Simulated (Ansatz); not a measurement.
Steps of a relaxation of AsF3 (`F[As](F)F`) with RKS PBE0-D4/def2-TZVP.

```sh
$ ansatz run in.yaml --threads 4 --pin off --events-out ev --progress --plain --max-ram 10444MiB
```

```yaml
crystal:
  periodic: [false, false, false]
  atoms:
    - {symbol: F, position_ang: [-0.461115, 0.402813, 1.398058]}
    - {symbol: As, position_ang: [-0.464205, -0.459466, -0.126234]}
    - {symbol: F, position_ang: [1.232709, -0.892324, -0.116668]}
    - {symbol: F, position_ang: [-0.307398, 0.948976, -1.155156]}
basis:
  gaussian: {orbitals: def2-TZVP}
hamiltonian: {xc: pbe0, dispersion: d4}
relax: {f_tol: 0.005, max_steps: 150}
```

Positions (Å) and forces (eV/Å) along the path, 5 of 5 steps:

```xyz
4
step=1 energy=-68982.7993 eV
F    -0.461    0.403    1.398    0.063   -0.468   -0.924
As   -0.464   -0.459   -0.126    0.952    0.942    0.259
F     1.233   -0.892   -0.117   -0.983    0.332    0.012
F    -0.307    0.949   -1.155   -0.032   -0.806    0.653
4
step=2 energy=-68982.8461 eV
F    -0.449    0.400    1.375   -0.013   -0.257   -0.436
As   -0.467   -0.463   -0.127    0.564    0.558    0.153
F     1.215   -0.873   -0.114   -0.494    0.111   -0.006
F    -0.298    0.936   -1.134   -0.057   -0.412    0.289
4
step=3 energy=-68982.8490 eV
F    -0.459    0.394    1.379    0.147    0.048   -0.133
As   -0.447   -0.443   -0.122   -0.233   -0.230   -0.063
F     1.213   -0.885   -0.116   -0.045    0.195    0.039
F    -0.307    0.933   -1.142    0.130   -0.014    0.157
4
step=4 energy=-68982.8590 eV
F    -0.446    0.396    1.363    0.006   -0.001   -0.011
As   -0.461   -0.457   -0.125   -0.002   -0.002   -0.001
F     1.205   -0.867   -0.113   -0.008    0.010    0.002
F    -0.297    0.928   -1.125    0.005   -0.006    0.010
4
step=5 energy=-68982.8590 eV
F    -0.446    0.396    1.363    0.000    0.000    0.000
As   -0.462   -0.457   -0.126    0.001    0.001    0.000
F     1.204   -0.866   -0.113    0.000    0.000    0.000
F    -0.296    0.928   -1.124    0.000    0.000    0.000
```

It took 7.5 s on 4 threads of an Arm Neoverse V1 on a shared host, with 0.31 GiB of host memory at the peak.
